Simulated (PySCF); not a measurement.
Ta(O)(OH)2(NH2) (H4NO3Ta), SMILES [O]=[Ta]([OH])([OH])[NH2], multiplicity 1.

Geometry: B3LYP-D3(BJ)/def2-SVP. The multiplicity is an assumed one; other spin states were not compared. The def2 effective core potentials stand for the cores of Ta; spin–orbit coupling is left out. One conformer was computed; it need not be the lowest.

These are r2SCAN/def2-TZVP (PySCF) values and carry that method's errors.

Isolated molecule, no solvent.

Problem. Estimate the frontier levels, gap, dipole moment and polarisability. (An estimate is asked for; the answer gives what the named calculation found.)

Solution. 
```
Item                                                                                                           Result
---------------------------------------------------------------------------------------------  ----------------------
highest occupied level                                                                                       -6.68 eV
lowest empty level                                                                                           -0.94 eV
orbital gap                                                                                                   5.73 eV
dipole moment                                                                                                  1.68 D
quadrupole, principal values (traceless, Buckingham form, about the centre of nuclear charge)  -14.23, 7.03, 7.20 D·Å
mean static polarisability                                                                       55.5 bohr³ (8.22 Å³)
polarisability, principal values                                                               52.9, 55.1, 58.4 bohr³
```
